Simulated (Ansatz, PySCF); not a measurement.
C₄H₇FSi, SMILES C[Si@H]1C=C[C@H]1F. Atoms are numbered in the order given.

```xyz
13

C      2.1564     0.1961    -0.0884
Si     0.5341    -0.6474    -0.5117
C     -0.4784    -1.3154     0.9156
C     -1.3718    -0.2999     0.8257
C     -1.0027     0.5209    -0.3933
F     -0.7568     1.8653    -0.0988
H      2.5522     0.7350    -0.9649
H      1.9980     0.9239     0.7222
H      2.9176    -0.5326     0.2349
H      0.6967    -1.5050    -1.7239
H     -0.5011    -2.1328     1.6409
H     -2.2269    -0.0852     1.4833
H     -1.7679     0.4909    -1.1889
```
Charge 0, spin multiplicity 1.

The structure is a stationary point at TPSSh-D3(BJ)/def2-SVP. The structure was generated by enumeration; whether it is a known compound was not checked.

Two levels are set side by side: PBE-D3(BJ)/def2-SVP (Ansatz, an electronic-structure program) and TPSSh-D3(BJ)/def2-SVP (PySCF). Each level has its own optimised geometry; the coordinates shown are those of the second. Frequencies come from the Hessian of PySCF at each geometry. Differences are taken from unrounded values.

| quantity | TPSSh-D3(BJ) |
|---|---|
| mean bond length (Å) | 1.388 |
| bond C1–Si2 (Å) | 1.877 |
| bond Si2–C3 (Å) | 1.873 |
| bond Si2–C5 (Å) | 1.934 |
| bond C3–C4 (Å) | 1.356 |
| bond C4–C5 (Å) | 1.515 |
| bond C5–F6 (Å) | 1.398 |
| bond C1–H7 (Å) | 1.103 |
| bond C1–H8 (Å) | 1.101 |
| bond C1–H9 (Å) | 1.102 |
| bond Si2–H10 (Å) | 1.494 |
| bond C3–H11 (Å) | 1.093 |
| bond C4–H12 (Å) | 1.100 |
| bond C5–H13 (Å) | 1.104 |
| highest harmonic wavenumber (cm⁻¹) | 3200 |
| mean harmonic wavenumber (cm⁻¹) | 1289 |
| zero-point energy (kcal/mol) | 60.79 |

Q: What does PBE-D3(BJ) give, and how far is it from TPSSh-D3(BJ)? (The exact figures need the calculation; the answer reports its results.)

A: 
| quantity | PBE-D3(BJ) | PBE-D3(BJ) minus TPSSh-D3(BJ) |
|---|---|---|
| mean bond length (Å) | 1.396 | 0.007 |
| bond C1–Si2 (Å) | 1.882 | 0.005 |
| bond Si2–C3 (Å) | 1.881 | 0.008 |
| bond Si2–C5 (Å) | 1.947 | 0.013 |
| bond C3–C4 (Å) | 1.362 | 0.006 |
| bond C4–C5 (Å) | 1.516 | 0.001 |
| bond C5–F6 (Å) | 1.398 | 0.000 |
| bond C1–H7 (Å) | 1.109 | 0.007 |
| bond C1–H8 (Å) | 1.108 | 0.007 |
| bond C1–H9 (Å) | 1.109 | 0.007 |
| bond Si2–H10 (Å) | 1.511 | 0.017 |
| bond C3–H11 (Å) | 1.101 | 0.008 |
| bond C4–H12 (Å) | 1.109 | 0.009 |
| bond C5–H13 (Å) | 1.114 | 0.010 |
| highest harmonic wavenumber (cm⁻¹) | 3134 | -65 |
| mean harmonic wavenumber (cm⁻¹) | 1250 | -38 |
| zero-point energy (kcal/mol) | 58.99 | -1.81 |

Exact exchange shortens and stiffens bonds; PBE has none. Differences between two approximate levels are no errors against the true value.
